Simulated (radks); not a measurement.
Question: These are the eigenvalues of the occupied orbitals of an atom or ion with whole-number occupations (Ry). Calculated with a radial shooting solver on a logarithmic mesh with Libxc functionals: non-relativistic Kohn-Sham, r2SCAN, spin-polarised, spherical densities, point nucleus; meta-GGA in the generalised Kohn-Sham scheme.

orbital  eigenvalue
1s up     -433.2749
1s down   -433.2650
2s up     -52.02790
2s down   -51.92309
2p up     -44.55265
2p down   -44.46626
3s up      -8.39732
3s down    -8.14412
3p up      -6.24370
3p down    -5.98881
3d up      -2.83378
4p up      -1.38239

Which element is it, and in what charge state? The configuration may be excited. Open shells, if any, are filled with parallel spins first.

Answer: Z = 24, chromium, charge +2: Cr2+ in [Ar] 3d2 4p2. The list shows which subshells hold electrons but not how many an open one holds; the 1s level, -216.64 hartree, gives Z - s = 20.8 by -(Z - s)^2/2, which with screening narrows Z to a few neighbours, and the depths of the outer levels then fix element, charge and occupations together.
